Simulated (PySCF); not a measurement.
# Ionisation energy of Tm⁵³⁺ by level of theory

Tm⁵³⁺ [Ne] 3s2 3p4 [3p1/2^2 3p3/2^2, M_J = 2] → Tm⁵⁴⁺ [Ne] 3s2 3p3 [3p1/2^2 3p3/2^1, M_J = 3/2], as a difference of total energies. Computed with PySCF 2.14 in an even-tempered Gaussian basis (18 s from 15 bohr⁻², ratio 2.4; 14 p from 19 bohr⁻², ratio 2.4; 4 d from 68 bohr⁻², ratio 2.6; 4 f from 100 bohr⁻², ratio 2.6), with the two-component X2C-1e Hamiltonian. Correlated levels: 1s2 frozen; the 54 highest virtual spinors dropped. "Screened" scales the spin-orbit matrix elements by Boettger's factors to mimic the two-electron term; Breit and QED terms are absent.

```
                    method  ionisation energy (eV)
           GHF (spin-free)                  5106.3
          GMP2 (spin-free)                  5107.6
 GHF (screened spin-orbit)                  5047.1
GMP2 (screened spin-orbit)                  5047.5
```

Breit and QED terms and the two-electron picture change are absent.

The spin-free rows relax to the high-spin LS determinant and lack the spin-orbit shift.

The labels give the starting determinants; with spin-orbit coupling the two ends relaxed to ⟨J²⟩ = 6.00, ⟨L²⟩ = 3.26, ⟨S²⟩ = 1.41 and ⟨J²⟩ = 3.75, ⟨L²⟩ = 2.55, ⟨S²⟩ = 1.51.

For comparison: 5044 ± 5 eV (theoretical estimate listed by NIST; NIST Atomic Spectra Database, ionization energies).
